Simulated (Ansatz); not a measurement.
Gas-phase electronic energies from Ansatz, PBE0-D4/def2-TZVP geometries. CCSD(T)/CBS is the MP2 limit (def2-TZVPP, def2-QZVPP) plus CCSD(T) − MP2 in def2-TZVPP, frozen cores. This one scheme is used for every species. Functionals use def2-TZVPP. Each species was taken in one conformer, which may not be the lowest.

`CC(=S)[SiH2]O` + `OC=S` → `O[SiH2]OC=S` + `CC=S`  (ligand exchange at the Si–C bond)

```json
{"level": "LDA (SPW92)", "ΔE (eV)": "-0.74"}
{"level": "r2SCAN0-D4", "ΔE (eV)": "-0.94"}
{"level": "B2PLYP", "ΔE (eV)": "-1.02"}
{"level": "PBE-QIDH", "ΔE (eV)": "-0.94"}
{"level": "r2SCAN0", "ΔE (eV)": "-0.95"}
{"level": "BHLYP", "ΔE (eV)": "-1.11"}
{"level": "MP2/def2-SVP", "ΔE (eV)": "-0.92"}
{"level": "MP2/def2-TZVPP", "ΔE (eV)": "-0.99"}
```

Question: What does CCSD(T)/CBS give? (Best estimate.)

Answer: Ansatz gave: -0.97 eV. The listed levels differ from it by 0.23, 0.03, -0.05, 0.03, 0.02, -0.14, 0.05, -0.02 eV.

Largest T1 diagnostic among the species: 0.018.

The D4 term adds +0.06 eV with B3LYP and +0.03 eV with PBE0; it sums over pairs of atoms, weighted by their polarisabilities, and B3LYP, whose exchange is more repulsive, gets the larger term. Leaving LDA and LC-ωPBE aside and taking each functional with its dispersion term where it has one, the values, not all of them listed here, spread over 0.30 eV, from BHLYP-D4 to revPBE-D4. LDA lies +0.07 eV from PBE without D4.

B3LYP here is the variant with VWN-RPA as its local correlation; programs differ in this.
